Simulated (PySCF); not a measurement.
Below is a simulated gas-phase Si 2p photoelectron spectrum of `[SiH3][CH2][GeH2-]`.

Every computed line was given a Gaussian of 0.5 eV full width at half maximum and an area set by the number of equivalent atoms (split 2:1 within a doublet); the highest printed point is 100. Level of theory: PySCF 2.14.0, delta-SCF UKS SCAN, pcX-2 on the ionised atom, pcseg-1 elsewhere, spin-free X2C.

```
binding energy (eV)  intensity
              101.2          1
              101.3          3
              101.4          8
              101.5         21
              101.6         43
              101.7         71
              101.8         94
              101.9        100
              102.0         87
              102.1         66
              102.2         50
              102.3         46
              102.4         49
              102.5         51
              102.6         45
              102.7         32
              102.8         18
              102.9          8
              103.0          3
              103.1          1
              103.2          0
```

**Question.** How many maxima does the curve show, and how many computed lines lie under it?

**Answer.** The curve has 2 maxima (at 101.9 and 102.5 eV). Under it lie 2 lines from 1 inequivalent silicon site, drawn as a 2p3/2, 2p1/2 pair.

**Question.** Decompose the envelope and assign each component. Numbering: `[SiH3:1][CH2:2][GeH2-:3]`.

**Answer.** 
| position (eV) | relative area | line | atoms | environment |
| --- | --- | --- | --- | --- |
| 101.88 | 0.67 | Si 2p3/2 | Si1 | SiH3 silicon |
| 102.50 | 0.33 | Si 2p1/2 | Si1 | SiH3 silicon |

**Question.** What are the centre and the root-mean-square width of the whole band?

**Answer.** The area-weighted mean of the lines is 102.08 eV. Their own spread about it is 0.29 eV (rms) and each Gaussian has σ = 0.5/2.355 = 0.21 eV; the variances add, which gives 0.36 eV.

The curve has no shake-up lines and no vibrational structure. Spin–orbit coupling isn't in the SCF: each 2p doublet comes from a relaxed spin-free hole plus a matrix of the shell (mean-field spin–orbit coupling and the ground-state 2p splitting), with 2p3/2 averaged over its two sublevels. 2p1/2 minus 2p3/2 (ligand field included): Si 0.62 eV. The species carries charge -1, so core ionisation leaves a neutral species. The basis sets have no added diffuse functions. Isolated species at its PBE0-D3(BJ)/def2-SVP geometry (one conformer only).
